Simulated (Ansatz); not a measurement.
`[F][Ga]([F])[Cl]` + NH₃ → `[NH2][Ga]([F])[Cl]` + H–F  (ligand exchange at a Ga–F bond)

Isolated molecules relaxed with PBE0-D4/def2-TZVP in Ansatz; ΔE leaves out vibrations. CCSD(T)/CBS is the MP2 limit (def2-TZVPP, def2-QZVPP) plus CCSD(T) − MP2 in def2-TZVPP, frozen cores. This one scheme is used for every species. For Ga outer-core shells are correlated without core-valence functions, which leaves a few kJ/mol of doubt a bond. Scalar relativity is left out up to krypton. Each species was taken in one conformer, which may not be the lowest.

```
             species  CCSD/def2-TZVPP energy (Eh)
  `[F][Ga]([F])[Cl]`                  -2582.78588
                 NH₃                    -56.46834
`[NH2][Ga]([F])[Cl]`                  -2538.90524
                 H–F                   -100.33828
```

(1) Work out ΔE.

Largest T1 diagnostic among the species: 0.014.

Answers

(1) ΔE = (-2538.90524) + (-100.33828) − (-2582.78588) − (-56.46834) = 0.01070 Eh = +28.1 kJ/mol. CCSD(T)/CBS gives +19.5 kJ/mol.

From BLYP to BHLYP (50 % exact exchange), in def2-TZVPP and without D4, ΔE moves by −6.2 kJ/mol. At CCSD(T), def2-SVP lies +20.2 kJ/mol from the extrapolated value and def2-TZVPP +8.0 kJ/mol.
